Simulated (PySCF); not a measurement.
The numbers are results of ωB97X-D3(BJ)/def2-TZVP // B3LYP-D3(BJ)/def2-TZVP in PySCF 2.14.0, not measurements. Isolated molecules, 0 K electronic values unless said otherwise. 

Reference species (SMILES): `[I][AlH2]` (neutral, multiplicity 1).

| Quantity | Result |
|---|---|
| HOMO | -9.96 eV |
| HOMO–LUMO gap | 9.92 eV |

Changed species: `[AlH3]` (3 of 3 I replaced by H; the reference has 2 of 3 I replaced by H).

Q: What does the change do to the HOMO and HOMO–LUMO gap?

A: the HOMO falls by 1.19 eV, to -11.15 eV; the HOMO–LUMO gap goes up by 1.33 eV, to 11.25 eV.
